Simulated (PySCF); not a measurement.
**Working with the constants of SbP**

RHF-CCSD(T) constants of SbP, ¹Σ⁺ (singlet), closed shell (basis Sb cc-pVDZ-PP with ECP28, P cc-pV(D+d)Z; scalar-relativistic core potentials; PySCF 2.14; masses 120.9038 and 30.9738 u):

```
ωe              : 482.4 cm⁻¹
ωexe            : 1.61 cm⁻¹
Be              : 0.13541 cm⁻¹
αe              : 0.000541 cm⁻¹
D (centrifugal) : 4.27e-08 cm⁻¹
De to Sb + P    : 2.71 eV
```

**Question.** Give the vibrational terms G(v) and spacings up to v = 6.

**Answer.** G(v) = ωe(v+½) − ωexe(v+½)².

```json
{"v": "0", "G(v) (cm⁻¹)": "240.8", "G(v) − G(v−1)": "", "Bv (cm⁻¹)": "0.1351"}
{"v": "1", "G(v) (cm⁻¹)": "720.0", "G(v) − G(v−1)": "479.2", "Bv (cm⁻¹)": "0.1346"}
{"v": "2", "G(v) (cm⁻¹)": "1195.9", "G(v) − G(v−1)": "476.0", "Bv (cm⁻¹)": "0.1341"}
{"v": "3", "G(v) (cm⁻¹)": "1668.7", "G(v) − G(v−1)": "472.7", "Bv (cm⁻¹)": "0.1335"}
{"v": "4", "G(v) (cm⁻¹)": "2138.2", "G(v) − G(v−1)": "469.5", "Bv (cm⁻¹)": "0.1330"}
{"v": "5", "G(v) (cm⁻¹)": "2604.5", "G(v) − G(v−1)": "466.3", "Bv (cm⁻¹)": "0.1324"}
{"v": "6", "G(v) (cm⁻¹)": "3067.6", "G(v) − G(v−1)": "463.1", "Bv (cm⁻¹)": "0.1319"}
```

**Question.** How well does the Morse estimate ωe²/(4ωexe) reproduce De, and what is D0?

**Answer.** It gives 4.48 eV, 165 % of the computed De. D0 = De − G(0) = 2.71 − 0.03 = 2.68 eV.

Correlated steps freeze 9 core orbitals. Correlated levels converge slowly with the basis: in double zeta they bind strong bonds too weakly, by up to about 1 eV, and carry superposition errors of some tenths. These are scalar-relativistic numbers at best; spin–orbit coupling would shift them, the dissociation energy most. Where the molecule has an RHF reference, its open-shell atoms are computed with UHF.
